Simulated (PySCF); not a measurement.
Input for PySCF: R-M06-2X/6-31G* on CH3NO (a complex), monomers drawn apart or pushed together.

```python
from pyscf import gto, scf, dft, mp
from pyscf.data.elements import chemcore

mol = gto.M(
    atom='''
    N    -0.04556400   -0.19027286   -0.09401091
    H    -0.95690397    0.25199283   -0.12779790
    H     0.64279284    0.52738622   -0.29046489
    H    -0.00485282   -0.86658747   -0.84794880
    C    -0.29359146    0.54781002    2.60158097
    O     0.13651597   -0.31026317    3.18901178
    ''',
    basis='6-31g*',
    cart=True,
    charge=0, spin=0, verbose=3, max_memory=1800)
mf = dft.RKS(mol, xc='m062x')
mf.conv_tol = 1e-8
mf.max_cycle = 100
mf.kernel()
if not mf.converged:
    mf = mf.newton().run(mf.mo_coeff, mf.mo_occ)
```

The log:

```
converged SCF energy = -169.786800070889
```

The run converged.

Cost: about 4 core-seconds (a rough figure).
